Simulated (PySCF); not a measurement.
C2H7ClOSi2, SMILES C=C([SiH3])[Si@H](O)Cl.

Geometry optimised at PBE0-D3(BJ)/def2-SVP. The structure was generated by enumeration; whether it is a known compound was not checked. One conformer was computed; it need not be the lowest.

Computed with TDA-PBE/def2-SVPD in PySCF.

Vertical excitations. The molecule is in vacuum.

### Question
Give excitation energies, oscillator strengths and character. (Estimate from the structure and the level; the computed values follow.)

### Answer

```
state  energy (eV)  λ (nm)      f                                                              main pairs
-----  -----------  ------  -----  ----------------------------------------------------------------------
S1            5.02     247  0.001                                                          HOMO→LUMO 97 %
S2            5.52     225  0.004                                                        HOMO−2→LUMO 99 %
S3            5.72     217  0.000                                                        HOMO−3→LUMO 93 %
S4            6.16     201  0.002                                                        HOMO−4→LUMO 85 %
S5            6.20     200  0.067  HOMO−5→LUMO 37 %, HOMO−1→LUMO 29 %, HOMO−6→LUMO 13 %, HOMO−4→LUMO 10 %
S6            6.32     196  0.046                    HOMO−5→LUMO 46 %, HOMO−6→LUMO 31 %, HOMO−1→LUMO 12 %
S7            6.40     194  0.012                                                        HOMO→LUMO+1 96 %
S8            6.53     190  0.016                                                      HOMO−1→LUMO+1 92 %
S9            6.84     181  0.044                                      HOMO−7→LUMO 63 %, HOMO−6→LUMO 20 %
S10           6.99     177  0.011                                                        HOMO→LUMO+2 93 %
T1            4.12     301      0                                                        HOMO−1→LUMO 92 %
T2            4.64     267      0                                                          HOMO→LUMO 95 %
T3            5.46     227      0                                                       HOMO−2→LUMO 100 %
T4            5.58     222      0                                                        HOMO−3→LUMO 97 %
```
Triplets are in the Tamm–Dancoff approximation.
